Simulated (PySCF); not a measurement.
Molecule: SMILES CC(C)S(=O)(=O)O, C₃H₈O₃S.

Bonds (- single, = double, # triple, : aromatic): C1-C2 1.517 Å, C2-C3 1.521 Å, C2-S4 1.801 Å, S4=O5 1.456 Å, S4=O6 1.447 Å, S4-O7 1.631 Å. C1 carries H8, H9, H10; C2 carries H11; C3 carries H12, H13, H14; O7 carries H15.

Geometry PBE0-D3(BJ)/def2-SVP throughout; GIAO in PySCF 2.14, gas phase, one conformer, non-relativistic; equivalent atoms averaged; basis pcSseg-1.

(1) How do the absolute shieldings σ depend on the functional? (ppm; last column core-seconds on shared hosts with different chips, so compare them loosely; the GGAs took longer than the global hybrids here, which isn't the general rule, and the cause wasn't traced)

(2) Which nucleus moves most, in ppm?

Answers

(1) 
| functional | kind | C2 | C1/C3 | S4 | O5/O6 | O7 | H15 | H11 | H8/H9/H10/H12/H13/H14 | core-s |
| --- | --- | --- | --- | --- | --- | --- | --- | --- | --- | --- |
| HF | Hartree–Fock | 138.0 | 175.6 | 176.9 | 151.0 | 160.9 | 27.17 | 29.28 | 30.19 | 16 |
| LDA | LDA | 113.0 | 163.4 | 120.8 | 82.5 | 111.4 | 26.49 | 27.71 | 29.47 | 35 |
| BLYP | GGA | 108.7 | 156.6 | 125.9 | 88.6 | 113.0 | 27.27 | 28.39 | 29.97 | 31 |
| OPBE | GGA | 125.3 | 167.8 | 187.3 | 100.1 | 126.5 | 27.03 | 28.28 | 29.88 | 51 |
| B97-D | GGA | 115.2 | 160.8 | 149.5 | 96.2 | 120.2 | 27.20 | 28.43 | 30.00 | 47 |
| PBE0 | global hybrid | 123.0 | 167.3 | 151.1 | 104.7 | 128.2 | 27.03 | 28.47 | 29.88 | 20 |
| mPW1PW91 | global hybrid | 121.9 | 166.4 | 146.8 | 103.8 | 127.2 | 27.06 | 28.52 | 29.92 | 19 |
| WP04 | global hybrid | 105.6 | 153.8 | 118.6 | 91.9 | 117.1 | 27.06 | 28.68 | 30.11 | 29 |
| B97-2 | global hybrid | 122.6 | 166.3 | 155.9 | 106.5 | 129.2 | 27.13 | 28.56 | 29.97 | 29 |
| wB97X-D | range-separated hybrid | 122.9 | 167.3 | 144.7 | 107.2 | 130.0 | 27.09 | 28.66 | 29.97 | 24 |

(2) S4 (sulfonyl sulfur): from 118.6 ppm with WP04 to 187.3 ppm with OPBE. The smallest spread is 0.72 ppm, at H8/H9/H10/H12/H13/H14. Proton shifts span only some 12 ppm, so a few tenths of a ppm matter as much there as several ppm in carbon.
